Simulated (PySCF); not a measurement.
Bonding in 2-chloro-3-methylpyrazine

Compound: 2-chloro-3-methylpyrazine, C5H5ClN2.
Atom-mapped SMILES: `[CH3:1][c:2]1[n:3][cH:4][cH:5][n:6][c:7]1[Cl:8]` (hydrogens: H9, H10, H11 on C1; H12 on C4; H13 on C5)

Cartesian coordinates in Å at the GFN2-xTB level; atoms count from 1:
```
atom  x, y, z in Å
C1    -1.9426   -0.6366    0.0703
C2    -0.5185   -0.2068    0.0296
N3     0.4134   -1.0735    0.3907
C4     1.6850   -0.6981    0.3584
C5     2.0506    0.5755   -0.0432
N6     1.1330    1.4605   -0.4102
C7    -0.1242    1.0787   -0.3753
Cl8   -1.2933    2.2444   -0.8566
H9    -2.3858   -0.5578   -0.9208
H10   -1.9979   -1.6639    0.4173
H11   -2.5090    0.0096    0.7386
H12    2.4079   -1.4411    0.6623
H13    3.0771    0.9097   -0.0789
```

Bond orders from the PBE0/pcSseg-1 density (PySCF). Isolated species at its GFN2-xTB geometry, gas phase.

Task: Where do the orders between heavy atoms depart from those drawn in the SMILES?

Result: The largest departure is 0.323, at C7–C2 (drawn aromatic, 1.177), counting aromatic bonds as 1.5. The bonds drawn aromatic range from 1.18 to 1.51.

Task: Give the Mayer order of every bond between heavy atoms, beside its length.

Result: 
```
  bond  drawn as  length (Å)  Mayer order
 C1–C2    single       1.488        1.048
 C2–N3  aromatic       1.323        1.503
 N3–C4  aromatic       1.326        1.455
 C4–C5  aromatic       1.385        1.375
 C5–N6  aromatic       1.327        1.449
 N6–C7  aromatic       1.314        1.514
C7–Cl8    single       1.720        1.055
 C7–C2  aromatic       1.404        1.177
```

By pair of heavy elements: C–C: lowest C1–C2 (1.048, 1.488 Å), highest C4–C5 (1.375, 1.385 Å). C–N: lowest C5–N6 (1.449, 1.327 Å), highest N6–C7 (1.514, 1.314 Å).

Task: And the bonds to hydrogen?

Result: C–H: 0.94 to 0.97 (5 bonds).

Task: Sum the orders of all bonds at each heavy atom with more than one neighbour and set the sums beside the valence in the SMILES.

Result: C1 3.879 (drawn 4), C2 3.728 (drawn 4), N3 2.958 (drawn 3), C4 3.799 (drawn 4), C5 3.792 (drawn 4), N6 2.963 (drawn 3), C7 3.746 (drawn 4). Orders between atoms that aren't bonded are not in these sums.

Mayer orders depend on the basis set.

The run behind these numbers computed NMR shieldings as well. On an Arm Neoverse V1 with one thread, no GPU, shared host, this took 24 s.
